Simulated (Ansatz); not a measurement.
Consider the ligand exchange at the Si–C bond: `C[SiH](N)O` + `[SiH3]S` → `N[SiH](O)S[SiH3]` + CH₄.

Program: Ansatz. Geometries: PBE0-D4/def2-TZVP. ΔE: electronic, gas phase. CCSD(T)/CBS adds triple-zeta CCSD(T) − MP2 to the extrapolated MP2 energy (def2 sets, frozen cores). This one scheme is used for every species. Functionals use def2-TZVPP. One conformer a species, not always the lowest.

```csv
level,ΔE (kJ/mol)
PBE0-D4,-81.4
CAM-B3LYP-D4,-75.9
LC-ωPBE,-73.7
MP2/def2-QZVPP,-83.9
```

Task: What does CCSD(T)/CBS give? (Estimate.)

Result: The calculation gave: -78.8 kJ/mol. The listed levels differ from it by -2.6, 2.9, 5.1, -5.1 kJ/mol.

Largest T1 diagnostic among the species: 0.011.

Leaving LDA and LC-ωPBE aside and taking each functional with its dispersion term where it has one, the values, not all of them listed here, spread over 8.0 kJ/mol, from revPBE-D4 to B2PLYP. In def2-TZVPP, CCSD(T) changes the Hartree–Fock value by −4.5 kJ/mol (the triples alone add −2.7 kJ/mol) and MP2 by −11.1 kJ/mol.
